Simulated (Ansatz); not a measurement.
A nudged elastic band was laid between two geometries of AlH4NO2 + H2 (10 atoms, charge 0, multiplicity 1).

The calculation used Ansatz 0.2.0, RHF/cc-pVDZ.

| Property | Result |
| --- | --- |
| movable images | 7 |
| climbing image | yes |
| spring | 5.0 eV/Å² |
| optimiser | quadratic models (default) |
| start path | through a guess of the saddle point |
| force threshold | 0.03 eV/Å |
| iteration limit | 60 |
| end points | relaxed |

Initial state:

```xyz
10
Properties=species:S:1:pos:R:3
Al 0.109 -0.728 0.130
N -0.019 -0.112 1.789
H -0.866 0.007 2.310
H 0.773 0.091 2.368
O 1.670 -0.917 -0.540
H 1.843 -1.217 -1.416
O -1.251 -1.123 -0.829
H -2.160 -1.066 -0.590
H -0.417 3.565 1.656
H -0.307 2.824 1.643
```

Final state:

```xyz
10
Properties=species:S:1:pos:R:3
Al -0.114 0.351 -0.040
N -0.034 0.403 2.024
H -0.863 -0.065 2.362
H 0.770 -0.122 2.335
O 1.340 -0.570 -0.328
H 1.996 -0.339 -0.964
O -1.625 -0.524 -0.031
H -1.985 -0.998 -0.762
H -0.115 1.872 -0.523
H 0.007 1.317 2.447
```

Question: What changes between the two ends?

Answer: Bonds broken: H9–H10. Bonds formed: Al1–H9, N2–H10. AlH4NO2 + H2 becomes AlH6NO2.

Question: What energy profile does the band end with?

Answer: The forces met the threshold. The highest image is number 5 of 0 to 8, 29.5 kcal/mol above the first end and 48.0 kcal/mol above the last; the last end lies 18.5 kcal/mol below the first. Neighbouring images differ by up to 1.8 eV, so the band resolves the path poorly. A vibrational analysis at the climbing image gives one clearly imaginary mode, 1706i cm⁻¹: a first-order saddle point. The orbitals stay closed-shell, which can raise the energy where a bond breaks towards radicals; this wasn't checked here.

| image | path coordinate (Å) | energy (kcal/mol) | H9–H10 (Å) | Al1–H9 (Å) | N2–H10 (Å) |
| --- | --- | --- | --- | --- | --- |
| 0 | 0.00 | 0.0 | 0.75 | 4.59 | 2.95 |
| 1 | 0.85 | 0.1 | 0.75 | 4.17 | 2.99 |
| 2 | 1.71 | 0.3 | 0.75 | 3.69 | 3.09 |
| 3 | 2.56 | 0.6 | 0.75 | 3.02 | 3.00 |
| 4 | 3.41 | 4.7 | 0.75 | 2.44 | 2.28 |
| 5 | 4.26 | 29.5 | 1.00 | 1.85 | 1.38 |
| 6 | 5.15 | -11.7 | 2.07 | 1.61 | 1.01 |
| 7 | 6.03 | -13.6 | 2.60 | 1.59 | 1.01 |
| 8 | 6.91 | -18.5 | 3.02 | 1.60 | 1.01 |

Question: What is the geometry of the highest image?

Answer: 
```xyz
10
Properties=species:S:1:pos:R:3:forces:R:3
Al 0.009 -0.057 0.206 0.00 0.00 0.00
N -0.038 0.278 2.075 0.00 0.00 0.00
H -0.811 -0.003 2.656 0.00 0.00 0.00
H 0.814 0.211 2.610 0.00 0.00 0.00
O 1.607 -0.359 -0.336 0.00 0.00 0.00
H 1.840 -0.653 -1.201 0.00 0.00 0.00
O -1.340 -0.768 -0.576 0.00 0.00 0.00
H -2.242 -0.498 -0.561 0.00 0.00 0.00
H -0.264 1.767 0.358 0.00 0.00 0.00
H -0.200 1.406 1.291 0.00 0.00 0.00
```

The band took 26 iterations and roughly 4 core-minutes.

Time of the run: 3.8 min on 1 thread of Arm Neoverse V2, on a shared host, peak memory 0.16 GiB.
